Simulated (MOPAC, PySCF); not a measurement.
Ligands exchanged one at a time, In Cl-NH2. Isolated molecules, 0 K electronic values unless said otherwise. One relaxed conformer stands for each flexible species; it need not be the lowest. Strings in code marks are SMILES.

Quantity: redistribution energy (mixed species minus the weighted end members), in kcal/mol. Semi-empirical values (MOPAC) are differences of heats of formation.

Level 1: B3LYP-D3(BJ)/def2-TZVP (PySCF)
Level 2: PBE-D3(BJ)/def2-TZVP // B3LYP-D3(BJ)/def2-TZVP (PySCF)
Level 3: B3LYP/6-31G* (LANL2DZ on In) // B3LYP-D3(BJ)/def2-TZVP (PySCF)
Level 4: PM7 // B3LYP-D3(BJ)/def2-TZVP (MOPAC)

| species | level 1 | level 2 | level 3 | level 4 |
|---|---|---|---|---|
| 2 of 3 Cl replaced by NH2: `[NH2][In]([NH2])[Cl]` | -3.66 | -3.74 | -5.12 | -2.61 |
| 1 of 3 Cl replaced by NH2: `[NH2][In]([Cl])[Cl]` | -3.33 | -3.42 | -5.00 | -2.93 |
